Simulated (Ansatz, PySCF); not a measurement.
H2MoOS3, SMILES [Mo](=[S])([OH])([SH])=[S], multiplicity 1. Atoms are numbered in the order given.

```xyz
7

Mo     0.0498     0.1573    -0.2063
S      0.3107     1.9313     0.9198
S      1.5559    -1.2583     0.2340
O     -0.0113     0.5825    -2.0262
H      0.2829    -0.0328    -2.7151
S     -1.9122    -0.9032     0.4755
H     -2.6594     0.2287     0.5294
```
Charge 0, spin multiplicity 1.

Geometry optimised at B3LYP-D3(BJ)/def2-SVP. The spin state was assumed, not searched. The structure was generated by enumeration; whether it is a known compound was not checked. The def2 effective core potentials stand for the cores of Mo; spin–orbit coupling is left out. Other conformers were not sampled.

Two levels are set side by side: PBE-D3(BJ)/def2-SVP (Ansatz, a quantum-chemistry and plane-wave program) and B3LYP-D3(BJ)/def2-SVP (Ansatz). Each level has its own optimised geometry; the coordinates shown are those of the second. Frequencies come from the Hessian of PySCF at each geometry. Differences are taken from unrounded values.

```tsv
quantity	B3LYP-D3(BJ)	PBE-D3(BJ)	PBE-D3(BJ) minus B3LYP-D3(BJ)
mean bond length (Å)	1.793	1.801	0.007
bond Mo1–S2 (Å)	2.117	2.128	0.011
bond Mo1–S3 (Å)	2.113	2.124	0.011
bond Mo1–O4 (Å)	1.870	1.877	0.007
bond Mo1–S6 (Å)	2.332	2.327	-0.005
bond O4–H5 (Å)	0.969	0.978	0.009
bond S6–H7 (Å)	1.357	1.368	0.010
highest harmonic wavenumber (cm⁻¹)	3813	3701	-113
mean harmonic wavenumber (cm⁻¹)	762	741	-21
zero-point energy (kcal/mol)	16.34	15.90	-0.44
```

Exact exchange shortens and stiffens bonds; PBE has none. Differences between two approximate levels are no errors against the true value.
